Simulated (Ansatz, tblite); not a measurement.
Cost and result up the ladder for the cluster HgCl2 (3 atoms). Charge 0, multiplicity 1. Geometry: PBE0-D4/def2-TZVP.

```xyz
3

Hg    0.000    0.000    0.001
Cl    0.124    1.953    1.123
Cl   -0.124   -1.953   -1.124
```

Ansatz on 4 threads of Arm Neoverse V2 on a shared host; xTB runs through tblite on one thread. Times are rough, summed over both states, and most runs start from the orbitals of an earlier one. RPA@PBE/def2-TZVP serves as the yardstick here, not as an exact answer. The other state is a triplet at its own geometry.

In the def2 sets Hg takes a core potential; there is no spin–orbit coupling. The xTB rows come from tblite. LC-ωPBE has ω = 0.4 bohr⁻¹. HSE06 is defined as in plane-wave codes, on full-range PBE exchange. Correlated methods freeze 10 core orbitals; core or outer-core shells of Hg are correlated, in sets that lack core-valence functions. HOMO above LUMO, or a gap near zero within one spin, warns that the state may not be the lowest or that an electron is smeared out. The structure comes from a short search, and lower isomers may exist.

Correlated methods converge slowly with the basis.

xTB has no spin-polarisation term.

```json
{"level": "GFN1-xTB", "functions": "22", "wall time": "0.004 s", "triplet − singlet (eV)": "3.65", "difference from RPA@PBE/def2-TZVP (eV)": "0.70", "remarks": "–"}
{"level": "GFN2-xTB", "functions": "22", "wall time": "0.004 s", "triplet − singlet (eV)": "2.52", "difference from RPA@PBE/def2-TZVP (eV)": "-0.43", "remarks": "–"}
{"level": "MP2/def2-TZVP", "functions": "117", "wall time": "2.6 s", "triplet − singlet (eV)": "4.29", "difference from RPA@PBE/def2-TZVP (eV)": "1.34", "remarks": "–"}
{"level": "PBE-D4/def2-TZVP", "functions": "117", "wall time": "3.9 s", "triplet − singlet (eV)": "3.15", "difference from RPA@PBE/def2-TZVP (eV)": "0.20", "remarks": "gap within one spin near zero (triplet)"}
{"level": "RPA@PBE/def2-TZVP", "functions": "117", "wall time": "5.2 s", "triplet − singlet (eV)": "2.96", "difference from RPA@PBE/def2-TZVP (eV)": "0.00", "remarks": "–"}
{"level": "HSE06-D4/def2-TZVP", "functions": "117", "wall time": "5.8 s", "triplet − singlet (eV)": "3.71", "difference from RPA@PBE/def2-TZVP (eV)": "0.75", "remarks": "–"}
{"level": "LC-ωPBE/def2-TZVP", "functions": "117", "wall time": "6 s", "triplet − singlet (eV)": "4.36", "difference from RPA@PBE/def2-TZVP (eV)": "1.41", "remarks": "–"}
{"level": "r2SCAN-D4/def2-TZVP", "functions": "117", "wall time": "11 s", "triplet − singlet (eV)": "3.40", "difference from RPA@PBE/def2-TZVP (eV)": "0.44", "remarks": "–"}
```
